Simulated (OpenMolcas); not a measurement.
## Ti2+: effect of the metal basis

Ti2+ with its 6 nearest oxide ions at 2.298 Å, on the Ca site of CaO (a = 4.8105 Å, distance in the model lattice 2.405 Å). The rest of the host is ab initio model potentials to 7.6 Å and point charges beyond; the distance is set by hand and nothing relaxes.

* Program: OpenMolcas
* Method: SS-CASPT2, IPEA 0.25 Eh, imaginary shift 0.1 Eh (closed shells correlated: 3s 3p and the ligand valence shells)
* Spin-orbit coupling: RASSI with atomic mean-field integrals over the reference wave functions

Fixed: ligand basis ANO-RCC-VDZP, active space 2 electrons in 5 orbitals (3d), DKH2 Hamiltonian.

States (labels of O, the rotations of Oh). Energies in cm-1 above the lowest state or level, χT in cm3 K/mol; under a threefold ground state the first gap can be a small split of the lowest multiplet, not the spin-orbit step; 10Dq and B are least-squares fits to the states below 45000 cm-1, weighted by degeneracy, with a free offset, and given where the rms deviation is under 5 % of |10Dq| (or 100 cm-1) and under 700 cm-1.

```json
{"Run": "A", "Metal basis": "ANO-RCC-VDZP", "Ground state": "3T1", "First state of that spin": "3T2 13210", "10Dq": "15241", "B (rms of fit)": "655 (324)", "First gap with spin-orbit (degeneracies)": "2 (2, 3)", "χT at 300 K": "1.100", "First state of another spin": "1T2 8770", "Cost": "roughly 60 core-seconds"}
{"Run": "B", "Metal basis": "ANO-RCC-VTZP", "Ground state": "3T1", "First state of that spin": "3T2 13630", "10Dq": "15351", "B (rms of fit)": "629 (337)", "First gap with spin-orbit (degeneracies)": "2 (2, 3)", "χT at 300 K": "1.100", "First state of another spin": "1T2 7930", "Cost": "roughly 110 core-seconds"}
```

Against A, |10Dq| changes by +0.7 % in B.

Costs are those of the CASPT2 steps.

Roots that are degenerate in the reference are averaged as groups; the widest CASPT2 spread within a group is 660 cm-1 (the 3-fold group of multiplicity 3 near 13200 cm-1 above the lowest state of its run, A). Shifts and gaps below about the spread of the groups concerned are not significant. Over all roots computed the reference weight is 0.71 to 0.72 in A, 0.70 to 0.71 in B; a low but even weight reflects the number of correlated electrons. An orbital triplet at a regular site is open to Jahn-Teller coupling, which can distort the site and quench the lowest spin-orbit gaps and is left out. Ligand-to-metal charge-transfer states are missing. With no ligand orbital active B as a rule stays too high, so bands that hang on it stand too high and its fall with covalency is understated. With one d shell and no ligand orbital active, 10Dq can be off by tens of per cent for divalent 3d ions, low with halides held by bare charges and at times high in hosts. No measured value stands beside these numbers; the geometry was set by hand and not optimised.
